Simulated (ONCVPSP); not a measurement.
**PBE ONCV dataset for Mg (Z = 12), non-relativistic all-electron reference.**

* Element: Mg
* Generator: ONCVPSP 4.0.1
* Type: optimised norm-conserving Vanderbilt (ONCV)
* Functional: PBE
* Relativity: non-relativistic
* Frozen core: [He] 2s2
* Valence charge: 8
* Reference configuration: 2p6 3s2
* Partial waves: 3s: rc 2.30 bohr, ncon 3, nbas 8, qcut 2.3 1/bohr, 2 projectors, debl 1.3 Ha; 2p: rc 0.65 bohr, ncon 4, nbas 7, qcut 25.8 1/bohr, 1 projector; d scattering state at 0.26 Ha: rc 2.40 bohr, ncon 3, nbas 8, qcut 4.6 1/bohr, 3 projectors, debl 1.2 Ha
* Local potential: polynomial inside 0.65 bohr (lpopt 5, dvloc0 3 Ha)
* Core correction: none

All-electron outer shells of the reference configuration (PBE, non-relativistic, ld1.x):

```tsv
shell	level (eV)	outermost node (bohr)	outermost maximum (bohr)
2s	-79.55	0.18	0.55
2p	-46.66	–	0.48
3s	-4.70	0.90	2.56
```

What the tests gave:

```
Cutoffs needed      : 188 Ha and 225 Ha (the cutoffs (Ha) at which the residual kinetic energy of the hardest occupied pseudo-wave falls to 1 and 0.1 mHa per electron)
Ghost test          : no bound ghost flagged; GHOST(+) flagged for s at 1.19 eV
Configuration tests : 2 of 4 tests not solved or not reliable
```

Generation and tests took about 2.3 s on one core of a shared server CPU.
